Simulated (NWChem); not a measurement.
Species: YF2 cation; SMILES [F][Y+][F]

This spin state was assumed; another may lie lower. def2 effective core potentials on Y; no spin-orbit coupling.

Problem. Give the equilibrium geometry at PBE-D3(BJ)/def2-SVP with def2 effective core potentials on Y (NWChem) as an XYZ file, with the point group.

Solution. point group C2v; any orientation.
```
3

Y      0.0000     0.0000     0.1870
F     -1.5752     0.0000    -0.9177
F      1.5752     0.0000    -0.9177
```
